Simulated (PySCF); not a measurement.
Electron correlation in Mg (magnesium, neutral)

[Ne] 3s1 3d1, high-spin 3D determinant (an excited configuration). All numbers are calculated (PySCF 2.14, the spin-free X2C one-electron Hamiltonian (Gaussian nucleus), in dyall-av3z (20s13p6d4f, 117 functions)). Frozen: [Ne]; 2 electrons correlated; the 22 highest virtual orbitals of each spin left out.

With two correlated electrons CCSD is exact within the correlated space (frozen core and kept virtual orbitals).

```
level  correlation energy (mhartree)
 CCSD                          -8.71
```

Diagnostics: T1 = 0.0037, D1 = 0.0072, largest double amplitude 0.070.

The outer electron is Rydberg-like, and this basis confines it to a smaller radius and binds it less than a complete one would.

Cost of the coupled-cluster step: about 30 core-seconds, for 2 correlated electrons.

Iterations:

```
CC2 = 0
CCSD nocc = (np.int64(2), np.int64(0)), nmo = (90, 90)
frozen orbitals [[0, 1, 2, 3, 4, 95, 96, 97, 98, 99, 100, 101, 102, 103, 104, 105, 106, 107, 108, 109, 110, 111, 112, 113, 114, 115, 116], [0, 1, 2, 3, 4, 95, 96, 97, 98, 99, 100, 101, 102, 103, 104, 105, 106, 107, 108, 109, 110, 111, 112, 113, 114, 115, 116]]
max_cycle = 100
direct = 0
conv_tol = 1e-08
conv_tol_normt = 1e-06
diis_space = 8
diis_start_cycle = 0
Init t2, MP2 energy = -0.00455382484246425
Init E_corr(UCCSD) = -0.00455382484331996
cycle = 1  E_corr(UCCSD) = -0.00660901830990981  dE = -0.00205519347  norm(t1,t2) = 0.0395236
cycle = 2  E_corr(UCCSD) = -0.00760418687903508  dE = -0.000995168569  norm(t1,t2) = 0.0210175
cycle = 3  E_corr(UCCSD) = -0.0086805366288517  dE = -0.00107634975  norm(t1,t2) = 0.011834
cycle = 4  E_corr(UCCSD) = -0.00868214349593813  dE = -1.60686709e-06  norm(t1,t2) = 0.00430844
cycle = 5  E_corr(UCCSD) = -0.0086868023473732  dE = -4.65885144e-06  norm(t1,t2) = 0.0736242
cycle = 6  E_corr(UCCSD) = -0.00868633052919484  dE = 4.71818178e-07  norm(t1,t2) = 0.0155882
cycle = 7  E_corr(UCCSD) = -0.00871597098131557  dE = -2.96404521e-05  norm(t1,t2) = 0.00177563
cycle = 8  E_corr(UCCSD) = -0.00870119723499537  dE = 1.47737463e-05  norm(t1,t2) = 0.000200357
cycle = 9  E_corr(UCCSD) = -0.00870768456522214  dE = -6.48733023e-06  norm(t1,t2) = 8.72996e-05
cycle = 10  E_corr(UCCSD) = -0.00870679828708677  dE = 8.86278135e-07  norm(t1,t2) = 0.00184541
cycle = 11  E_corr(UCCSD) = -0.00870698058676685  dE = -1.8229968e-07  norm(t1,t2) = 3.57381e-05
cycle = 12  E_corr(UCCSD) = -0.00870674507535004  dE = 2.35511417e-07  norm(t1,t2) = 1.17316e-05
cycle = 13  E_corr(UCCSD) = -0.00870673860353771  dE = 6.47181233e-09  norm(t1,t2) = 1.97119e-05
cycle = 14  E_corr(UCCSD) = -0.00870676523265135  dE = -2.66291136e-08  norm(t1,t2) = 3.58837e-05
cycle = 15  E_corr(UCCSD) = -0.0087067574681253  dE = 7.76452605e-09  norm(t1,t2) = 5.1486e-05
cycle = 16  E_corr(UCCSD) = -0.00870676345925082  dE = -5.99112552e-09  norm(t1,t2) = 4.02886e-05
cycle = 17  E_corr(UCCSD) = -0.00870672440175797  dE = 3.90574929e-08  norm(t1,t2) = 9.7535e-06
cycle = 18  E_corr(UCCSD) = -0.00870678817808823  dE = -6.37763303e-08  norm(t1,t2) = 1.16271e-05
cycle = 19  E_corr(UCCSD) = -0.00870678960353666  dE = -1.42544842e-09  norm(t1,t2) = 9.00394e-06
cycle = 20  E_corr(UCCSD) = -0.00870674991542355  dE = 3.96881131e-08  norm(t1,t2) = 1.12144e-05
cycle = 21  E_corr(UCCSD) = -0.00870675490047411  dE = -4.98505055e-09  norm(t1,t2) = 3.94232e-06
cycle = 22  E_corr(UCCSD) = -0.00870674967022245  dE = 5.23025166e-09  norm(t1,t2) = 4.40757e-06
cycle = 23  E_corr(UCCSD) = -0.00870674700491317  dE = 2.66530928e-09  norm(t1,t2) = 8.14837e-07
UCCSD converged
E(UCCSD) = -199.6977415558808  E_corr = -0.008706747004913166
```
